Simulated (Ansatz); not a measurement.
# Redistribution: C2H7ClSi2 + C2H10OSi2 → C2H8OSi2 + C2H9ClSi2

Species: C2H7ClSi2 `C=C[SiH2][SiH2]Cl`, singlet; C2H10OSi2 `CC[SiH](O)[SiH3]`, singlet; C2H8OSi2 `C=C[SiH2][SiH2]O`, singlet; C2H9ClSi2 `CC[SiH]([SiH3])Cl`, singlet. The partners trade Cl for OH; both sit on Si, so the bond types are kept.

Shapes, held fixed at every level: PBE0-D4/def2-TZVP. Flexible molecules stand in one conformer, not always the lowest. Programs: Ansatz 0.2.0. Electronic energies: no zero-point or thermal term.

```json
{"level": "HF/def2-TZVPP", "kind": "Hartree–Fock", "ΔE (kJ/mol)": "+2.6", "less CCSD(T)/CBS estimate": "+2.7"}
{"level": "r2SCAN-D4/def2-TZVPP", "kind": "meta-GGA", "ΔE (kJ/mol)": "-0.8", "less CCSD(T)/CBS estimate": "-0.7"}
{"level": "B3LYP-D4/def2-TZVPP", "kind": "global hybrid", "ΔE (kJ/mol)": "-0.1", "less CCSD(T)/CBS estimate": "0.0"}
{"level": "wB97M-V/def2-TZVPP", "kind": "range-separated hybrid", "ΔE (kJ/mol)": "+0.4", "less CCSD(T)/CBS estimate": "+0.5"}
{"level": "B2PLYP/def2-TZVPP", "kind": "double hybrid", "ΔE (kJ/mol)": "+0.5", "less CCSD(T)/CBS estimate": "+0.6"}
{"level": "MP2/def2-TZVPP", "kind": "perturbation theory", "ΔE (kJ/mol)": "-0.8", "less CCSD(T)/CBS estimate": "-0.7"}
{"level": "CCSD/def2-TZVPP", "kind": "coupled cluster or CI", "ΔE (kJ/mol)": "+1.0", "less CCSD(T)/CBS estimate": "+1.1"}
{"level": "CCSD(T)/CBS estimate", "kind": "coupled cluster or CI", "ΔE (kJ/mol)": "-0.1", "less CCSD(T)/CBS estimate": "0.0"}
```

The highest level, CCSD(T)/CBS estimate, gives ΔE = -0.1 kJ/mol; the levels span -0.8 to +2.6. That is about zero within the method's error. They disagree on the sign: 4 of 8 are positive. The column of differences is taken from that level and isn't an error. No measured value is set beside it here. The CBS estimate extrapolates MP2 from def2-TZVPP and def2-QZVPP and adds CCSD(T) − MP2 in the triple-zeta set, cores frozen.
